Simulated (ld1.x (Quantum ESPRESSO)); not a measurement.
## Before and after: TM potential for Ge

ld1.x (Quantum ESPRESSO) 7.5 input, shortened:

```
&input
   title='Ge', zed=32., rel=1, dft='PBE', iswitch=3,
   config='[Ar] 3d10 4s2 4p2'
 /
 &inputp
   pseudotype=2, tm=.true., lloc=-2, rcloc=0.90,
   nlcc=.true., new_core_ps=.true.
 /
3
4S  1  0   2.00   0.00  1.55  1.55  0.0
4P  2  1   2.00   0.00  1.75  1.75  0.0
3D  3  2  10.00   0.00  0.85  0.85  0.0
 &test
   configts(1)='3d10 4s2 4p2'
 /
```

All-electron outer shells of the reference configuration (PBE, scalar-relativistic, ld1.x):

```csv
shell,level (eV),outermost node (bohr),outermost maximum (bohr)
3s,-168.49,0.26,0.54
3p,-115.62,0.23,0.54
3d,-29.31,–,0.50
4s,-11.73,0.77,1.75
4p,-3.90,0.82,2.22
```

Change: core correction none.

Cutoffs: the cutoffs (Ry, on a coarse ladder) from which the occupation-weighted sum of valence levels, in a spherical-Bessel basis at the reference potential, stays within 10 and 1 mRy of its value at 400 Ry; they do not see the model core or the augmentation charge, which bear on the density cutoff. Errors are all-electron minus pseudo energies relative to the spin-unpolarised reference configuration.

**Question.** Predict the effect on cutoff, ghosts and configuration errors.

**Answer.** Both files keep a bound ghost (s); of the 7 tests that both files solve, the error grows in 2 and shrinks in 3 by more than 15 % and 0.3 meV (median size 1.6 → 4.1 meV). The default core radius of the base comes out at 0.29 bohr.

```tsv
quantity	base	changed
cutoff, loose	300 Ry	300 Ry
cutoff, tight	over 300 Ry	over 300 Ry
bound ghosts	s	s
error for 3d10 4s2 4p1, meV [ΔE 7.44 eV]	-0.6	-0.2
error for 3d10 4s2 4p0, meV [ΔE 22.88 eV]	-11	-4.1
error for 3d10 4s1 4p0, meV [ΔE 57.67 eV]	-39	+23
error for 3d10 4s1 4p3, meV [ΔE 7.97 eV]	-1.5	+1.5
error for 3d10 4s1 4p2, meV [ΔE 16.16 eV]	+1.8	+6.6
error for 3d10 4s0 4p4, meV [ΔE 16.20 eV]	-1.6	+11
error for 3d10 4s2 4p1.5, meV [ΔE 2.80 eV]	-0.2	-0.1
s: phases at 1.90 bohr within 0.05 rad from the reference energy up to (Ry; the scan ends near 5)	to the end of the scan	to the end of the scan
p: phases at 1.90 bohr within 0.05 rad from the reference energy up to (Ry; the scan ends near 5)	1.2	1.2
d: phases at 1.90 bohr within 0.05 rad from the reference energy up to (Ry; the scan ends near 5)	2.3	2.3
```

 A true bound ghost makes a file unfit for plane-wave use even where its test errors are small: the radial tests pick states by their node count and pass the ghost by.
